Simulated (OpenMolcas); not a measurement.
**Pt III: from CASSCF to CASPT2**

```json
{
 "Program": "OpenMolcas 26.06",
 "Basis": "ANO-RCC-VQZP [9s8p6d4f2g1h]",
 "Scalar Hamiltonian": "DKH2, point nucleus",
 "Active space": "8 electrons in 5 orbitals (5d)",
 "State averaging": "2S+1 = 3 even, 10 roots; 2S+1 = 1 even, 15 roots",
 "Spin-orbit coupling": "state interaction with AMFI integrals over the reference wave functions, term energies averaged over their components"
}
```

Methods on the same reference wave functions:
A. CASSCF
B. SS-CASPT2, IPEA 0.25 Eh, imaginary shift 0.1 Eh (closed shells correlated: 5s 5p)

Energies in cm-1 above 5d8 3F4, the measured ground level; measured values from NIST levels as listed in McCann et al., Mon. Not. R. Astron. Soc. 538, 537 (2025).

```
         Level      A      B  Measured
       5d8 3F4    0.0    0.0       0.0
       5d8 3F3   9977  10100      9752
5d8 3P2 [53 %]  17662  15870          
       5d8 3P0  21060  17050     14939
       5d8 3P1  22942  19490     16782
       5d8 1G4  25906  22710     21331
       5d8 1S0  55369  48370
```

Deviations, from unrounded energies. A percentage is the sum of absolute deviations over the sum of measured energies, with the sign that they share, or ± where signs differ.

```json
{"Against measurement": "mean absolute deviation (cm-1)", "Levels": "4", "A": "4300", "B": "1600"}
{"Against measurement": "fine structure of the ground term (%)", "Levels": "1", "A": "+2.3", "B": "+3.6"}
{"Against measurement": "other terms of the ground configuration (%)", "Levels": "3", "A": "+31.8", "B": "+11.7"}
```

B lies closest to measurement on these levels. The largest miss of B in the table is 5d8 3P1, by +2700 cm-1. The ranking rests on the paired levels alone, and a cruder setting can come out closer through cancelling errors.

From A to B the spin-free energies of the other terms of 5d8 shown, above 3F, scale by factors of 0.72 to 0.82, as is usual when dynamic correlation screens the repulsion within a d or f shell.

The lowest spin-free term lies below A's lowest term by 0.504 hartree in B.

Term energies are means over components that CASPT2 splits; among the terms shown or strongly mixed into the levels shown the widest spread is 730 cm-1 (5d8 1G, B). Configurations with an s electron lie low in 5d ions of this charge, fall among these levels and mix in, so low-spin terms can stand far too high, up to twice their true height, and weights are not those of the real levels. Without dynamic correlation excited terms often stand tens of per cent too high (terms of higher spin than the ground term too low), and those without a measured partner can miss by more than the paired ones (holds for A). Some terms miss by over 15 % even with CASPT2, which points to a basis or an active space too small for the shells correlated (holds for B). Measured partners are found by configuration, term and J. A level has none where our copy of the source lacks it or the pairing is in doubt (some pairs that miss far off the trend of their configuration count as doubtful), and it then counts in no deviation. Levels of configurations outside the active space are missing. Levels that lie high or do not pair safely by name in every column are left out.

A share in square brackets marks a mixed level and gives the weight of the term that names it, the lowest over the columns.
